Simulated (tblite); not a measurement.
Isomers of C6H12FNSi. Level: GFN2-xTB in tblite, geometry and Hessian alike; calculated harmonic values, unscaled, isolated species. Errors from tens to a few hundred cm⁻¹ against measured bands are possible. Modes of hydrogen on silicon can be 10 to 20 % off. One conformer each.

Electronic energies: GFN2-xTB at the same geometries; isomer energies are rough at this level and their order can be wrong.

```csv
SMILES,"electronic energy, lowest = 0 (kJ/mol)"
NC[C@@]12CC[C@]1([SiH2]F)C2,0.0
C#CC[C@@H](CCF)N[SiH3],153.6
C=C(F)[Si@@H]1C[C@@H]1N(C)C,311.1
```

Q: How do GFN2-xTB zero-point energies change the relative energies?

A: 
```tsv
SMILES	ZPE (kJ/mol)	of it from modes above 1550 cm⁻¹	electronic (kJ/mol)	with ZPE, lowest = 0 (kJ/mol)	lowest mode (cm⁻¹)	rings
NC[C@@]12CC[C@]1([SiH2]F)C2	443.9	221.1	0.0	0.0	78	2
C#CC[C@@H](CCF)N[SiH3]	424.4	218.6	153.6	134.1	50	0
C=C(F)[Si@@H]1C[C@@H]1N(C)C	435.4	221.5	311.1	302.5	45	1
```

The zero-point energies span 19.5 kJ/mol, from `C#CC[C@@H](CCF)N[SiH3]` to `NC[C@@]12CC[C@]1([SiH2]F)C2`. The order is unchanged.

Q: What do entropy and thermal enthalpy add at 298.15 K and 1 bar (rigid rotor, harmonic oscillator, one conformer each)?

A: 
```tsv
SMILES	point group	symmetry number	S (J/(mol K))	H − H(0) (kJ/mol)	ZPE + H − H(0) − TS (kJ/mol)
NC[C@@]12CC[C@]1([SiH2]F)C2	C1	1	409.2	29.26	351.2
C#CC[C@@H](CCF)N[SiH3]	C1	1	461.0	34.40	321.3
C=C(F)[Si@@H]1C[C@@H]1N(C)C	C1	1	440.2	32.86	337.0
```
